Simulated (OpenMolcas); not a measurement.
**Sc2+: moving or changing the point charges**

Sc2+ among 6 point charges of -2.2 e arranged as an octahedron (Oh), 2.03 Å from the ion.
```
   2.0300    0.0000    0.0000  -2.20
   0.0000    2.0300    0.0000  -2.20
  -2.0300    0.0000    0.0000  -2.20
   0.0000   -2.0300    0.0000  -2.20
   0.0000    0.0000    2.0300  -2.20
   0.0000    0.0000   -2.0300  -2.20
```

| Item | Value |
| --- | --- |
| Program | OpenMolcas 26.06 |
| Method | SS-CASPT2, IPEA 0.25 Eh, imaginary shift 0.1 Eh (closed shells correlated: 3s 3p) |
| Basis | ANO-RCC-VDZP [5s4p2d1f] |
| Scalar Hamiltonian | DKH2, point nucleus |
| Active space | 1 electron in 5 orbitals (3d) |
| State averaging | 2S+1 = 2 even, 5 roots |
| Spin-orbit coupling | RASSI with atomic mean-field integrals over the reference wave functions |

Runs around this geometry, states (labels of O, the rotations of Oh). Energies in cm-1 above the lowest state or level, χT in cm3 K/mol; under a threefold ground state the first gap can be a small split of the lowest multiplet, not the spin-orbit step; 10Dq is the gap between the two states.

| R (Å) | q (e) | Ground state | First state of that spin | 10Dq | First gap with spin-orbit (degeneracies) | χT at 300 K |
| --- | --- | --- | --- | --- | --- | --- |
| 2.03 | -1.76 | 2T2 | 2E 18380 | 18381 | 88 (4, 2) | 0.562 |
| 2.03 | -2.2 | 2T2 | 2E 24670 | 24669 | 76 (4, 2) | 0.570 |
| 2.22 | -2.2 | 2T2 | 2E 15880 | 15875 | 93 (4, 2) | 0.559 |

Taking |10Dq| as R^-n, n = -ln(15875 / 24669) / ln(2.22 / 2.03) = 4.9 between the shortest and longest distance. The point-charge formula for a cubic d site gives n = 5.

Scaling the charges by -1.76 / -2.2 = 0.80 scales |10Dq| by 18381 / 24669 = 0.75; with fixed orbitals a first-order splitting would follow the charge.

Roots that are degenerate in the reference are averaged as groups; the widest CASPT2 spread within a group is 13 cm-1 (the 2-fold group of multiplicity 2 near 15900 cm-1 above the lowest state of its run, R = 2.22, q = -2.2). Shifts and gaps below about the spread of the groups concerned are not significant. An orbital triplet at a regular site is open to Jahn-Teller coupling, which can distort the site and quench the lowest spin-orbit gaps and is left out. Free-ion shares, where given, are those of the reference states; single-state CASPT2 does not remix them. This is an electrostatic model: the charges have no orbitals. No measured value stands beside these numbers.
